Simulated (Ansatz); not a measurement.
Basis sets compared for Cu(PH3)Me (CH6CuP). Total charge 0; singlet. Geometry r2SCAN-D4/def2-TZVP. Ansatz on 2 threads of Arm Neoverse V2 on a shared host; times are rough, and most runs start from earlier orbitals.

```xyz
9

Cu   -0.216    0.004    0.025
P     1.930   -0.040   -0.293
H     2.543   -1.187   -0.846
H     2.805    0.114    0.807
H     2.543    0.913   -1.139
C    -2.106    0.043    0.316
H    -2.412    0.968    0.817
H    -2.429   -0.795    0.943
H    -2.657   -0.020   -0.629
```

The 6-31G sets use Cartesian d functions. B3LYP takes the VWN-RPA correlation.

Binding counts from free atoms (Cu doublet, P quartet, H doublet, C triplet) in the same basis, without a counterpoise term.

```tsv
level	functions	energy (Eh)	HOMO (eV)	LUMO (eV)	binding per atom (eV)	wall time
HF/STO-3G	38	-1998.0102	-2.58	3.84	–	0.55 s
HF/6-31G	63	-2020.5913	-7.55	2.40	2.02	0.45 s
PBE-D4/def2-SVP	93	-2022.7367	-4.59	-0.91	3.12	1.2 s
PBE-D4/def2-TZVP	149	-2023.1610	-4.89	-1.36	3.08	2 s
r2SCAN-D4/def2-TZVP (with forces)	149	-2023.5542	-4.95	-1.15	3.07	5.5 s
B3LYP-D4/6-31G	63	-2023.2698	-5.09	-0.39	3.01	1.3 s
B3LYP-D4/def2-TZVP	149	-2023.7029	-5.72	-0.73	3.05	2.9 s
PBE0-D4/def2-SVP	93	-2022.7782	-5.59	-0.05	3.04	1.7 s
PBE0-D4/def2-TZVP	149	-2023.1886	-5.86	-0.51	3.02	2.7 s
```

Estimate the rows for PBE-D4/def2-TZVPD, r2SCAN-D4/def2-TZVPD, PBE0-D4/def2-TZVPD.


| level | functions | energy (Eh) | HOMO (eV) | LUMO (eV) | binding per atom (eV) | wall time |
| --- | --- | --- | --- | --- | --- | --- |
| PBE-D4/def2-TZVPD | 182 | -2023.1626 | -4.93 | -1.52 | 3.09 | 2.9 s |
| r2SCAN-D4/def2-TZVPD | 182 | -2023.5553 | -4.96 | -1.29 | 3.07 | 6 s |
| PBE0-D4/def2-TZVPD | 182 | -2023.1898 | -5.88 | -0.71 | 3.02 | 3.8 s |
